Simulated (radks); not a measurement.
Isoelectronic series with 14 electrons, each ion in its NIST ground configuration. All-electron calculation, Dirac Kohn-Sham, PBEsol, spin-unpolarised, spherical densities, point nucleus; open shells fill j = l - 1/2 first. Program: a radial shooting solver on a logarithmic mesh with Libxc functionals. Total energies (hartree) and mean radii <r> (bohr):

ion    configuration  E (hartree)   3p1/2   3s1/2
Si      [Ne] 3s2 3p2   -289.30053   2.786   2.166
K5+     [Ne] 3s2 3p2   -593.00265   1.192   1.140
Cr10+   [Ne] 3s2 3p2  -1010.57073  0.7898  0.7882
Cu15+   [Ne] 3s2 3p2  -1543.40272  0.5930  0.6038
Se20+   [Ne] 3s2 3p2  -2193.55418  0.4746  0.4891
Ru30+   [Ne] 3s2 3p2  -3856.89923  0.3376  0.3528
In35+   [Ne] 3s2 3p2  -4877.21447  0.2940  0.3087
Xe40+   [Ne] 3s2 3p2  -6029.26781  0.2598  0.2738
Pr45+   [Ne] 3s2 3p2   -7318.6480  0.2321  0.2453
